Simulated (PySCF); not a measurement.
Pair of molecules: SiH4 (SMILES [SiH4]) (first 5 atoms) with CH3F (SMILES CF); geometry from B3LYP-D3(BJ)/def2-TZVP, rigid monomers moved along the line of their centres of mass till Si1···F7 is 3.62 Å.
(charge 0, multiplicity 1):
```json
[
 {"atom": "Si", "x (Å)": "0.1286", "y (Å)": "-0.1152", "z (Å)": "0.1965"},
 {"atom": "H", "x (Å)": "0.4718", "y (Å)": "-1.5235", "z (Å)": "0.4820"},
 {"atom": "H", "x (Å)": "-1.2448", "y (Å)": "0.1836", "z (Å)": "0.6598"},
 {"atom": "H", "x (Å)": "0.1971", "y (Å)": "0.1172", "z (Å)": "-1.2664"},
 {"atom": "H", "x (Å)": "1.0866", "y (Å)": "0.7931", "z (Å)": "0.8654"},
 {"atom": "C", "x (Å)": "-0.4747", "y (Å)": "0.7683", "z (Å)": "4.3248"},
 {"atom": "F", "x (Å)": "-0.0981", "y (Å)": "-0.4604", "z (Å)": "3.7893"},
 {"atom": "H", "x (Å)": "-1.4458", "y (Å)": "1.0448", "z (Å)": "3.9138"},
 {"atom": "H", "x (Å)": "-0.5355", "y (Å)": "0.6699", "z (Å)": "5.4088"},
 {"atom": "H", "x (Å)": "0.2749", "y (Å)": "1.5116", "z (Å)": "4.0527"}
]
```

Counterpoise-corrected where a basis set is named; no monomer relaxation. Rows marked so take none.

Rows in 3-21G, 6-31G* carry no dispersion term and start afresh at each structure (6-31G* with six Cartesian d functions). MP2/6-31G* freezes PySCF's default core.

Programs: PySCF for 3-21G rows, 6-31G* rows. 

What is the computed interaction energy (MP2/6-31G*)?

-23 meV

Estimate the interaction energy that B3LYP/6-31G* (no counterpoise) returns for this input.

-86 meV

What interaction energy does HF/3-21G (no counterpoise) give?

-128 meV
